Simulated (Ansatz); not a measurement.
`Cl[SiH2][SnH3]` + NH₃ → `[NH2][SnH3]` + `[SiH3]Cl` at 500 K and 1 bar (cleavage of the Sn–Si bond).

Gas-phase electronic energies from Ansatz, PBE0-D4/def2-TZVP geometries. CBS: MP2 limit from def2 TZ/QZ plus the TZ coupled-cluster correction, frozen cores. This one scheme is used for every species. Elements past krypton have def2 core potentials. For Sn outer-core shells are correlated without core-valence functions, which leaves a few kJ/mol of doubt a bond.

```json
{"species": "`Cl[SiH2][SnH3]`", "CCSD(T)/CBS energy (Eh)": "-965.91563", "H − E (kJ/mol)": "144.4", "S (J/(mol·K))": "408.4"}
{"species": "NH₃", "CCSD(T)/CBS energy (Eh)": "-56.50880", "H − E (kJ/mol)": "108.2", "S (J/(mol·K))": "211.8"}
{"species": "`[NH2][SnH3]`", "CCSD(T)/CBS energy (Eh)": "-271.71442", "H − E (kJ/mol)": "151.0", "S (J/(mol·K))": "334.3"}
{"species": "`[SiH3]Cl`", "CCSD(T)/CBS energy (Eh)": "-750.69636", "H − E (kJ/mol)": "92.3", "S (J/(mol·K))": "281.7"}
```

H − E and S are ideal-gas, rigid-rotor, harmonic terms from PBE0-D4/def2-TZVP. 1 Eh = 2625.50 kJ/mol, R = 8.31446 J/(mol·K).

Q: By hand: ΔE, ΔH, ΔS and ΔG.

A: ΔE = (-271.71442) + (-750.69636) − (-965.91563) − (-56.50880) = 0.01365 Eh = 35.8 kJ/mol. Δ(H − E) = 151.0 + 92.3 − 144.4 − 108.2 = -9.3, so ΔH = 26.5 kJ/mol. ΔS = 334.3 + 281.7 − 408.4 − 211.8 = -4.2 J/(mol·K). ΔG = 26.5 − 500 × (-4.2)/1000 = 28.6 kJ/mol.

Q: By hand: the equilibrium constant, and the temperature at which ΔG would vanish if ΔH and ΔS stayed fixed.

A: log₁₀ K = −ΔG/(RT ln 10) = -3.0. ΔH and −TΔS have one sign here, so there is no such temperature. One of them is within its doubt of zero, so this could turn.

The number of gas molecules stays the same, so ΔS is small and ΔH decides. A doubt of 5 kJ/mol in ΔE shifts log₁₀ K by 0.5 here. These are equilibria of isolated gas molecules and say nothing of rates. Largest T1 diagnostic: 0.013 (customary marks: 0.02 for closed shells, 0.045 for open ones).
